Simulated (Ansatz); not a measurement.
CH9InSi2 (`[SiH3][CH2][InH][SiH3]`). Total charge 0; spin multiplicity 1. In: def2 effective core potential. All single points use the PBE0-D4/def2-TZVP geometry. It is one conformer, not always the lowest.

```xyz
13

Si   -1.454   -0.911    1.419
C     0.137   -1.436    0.613
In    1.363    0.266    0.069
Si    0.692    1.702   -1.961
H    -2.240   -0.054    0.487
H    -2.318   -2.055    1.826
H    -1.177   -0.099    2.639
H     0.708   -2.086    1.280
H    -0.094   -1.989   -0.303
H     2.739    0.616    1.059
H     1.867    2.043   -2.811
H     0.090    2.985   -1.495
H    -0.312    1.019   -2.822
```

**Question.** What is the dipole moment at PBE/def2-TZVPP? (An estimate is asked.)

**Answer.** Computed: 1.10 D, with components (0.67, -0.82, -0.29) D in this frame, pointing from negative to positive charge.

**Question.** And with r2SCAN, B3LYP, ωB97M-V? (An estimate is asked.)

**Answer.** Computed: r2SCAN 1.11 D, B3LYP 1.09 D, ωB97M-V 1.12 D.

**Question.** Give the Mulliken charges with PBE, ωB97M-V, B3LYP in def2-TZVPP. (An estimate is asked.)

**Answer.** Computed: 
```tsv
atom	PBE	ωB97M-V	B3LYP
Si1	0.15	0.15	0.23
C2	-0.47	-0.60	-0.52
In3	0.55	0.45	0.57
Si4	-0.06	-0.03	0.02
H5	-0.06	-0.03	-0.07
H6	-0.06	-0.03	-0.07
H7	-0.06	-0.04	-0.08
H8	0.13	0.15	0.12
H9	0.12	0.15	0.12
H10	-0.13	-0.10	-0.15
H11	-0.04	-0.02	-0.06
H12	-0.04	-0.02	-0.06
H13	-0.04	-0.02	-0.06
```

B3LYP here is the variant with VWN-RPA as its local correlation; programs differ in this.
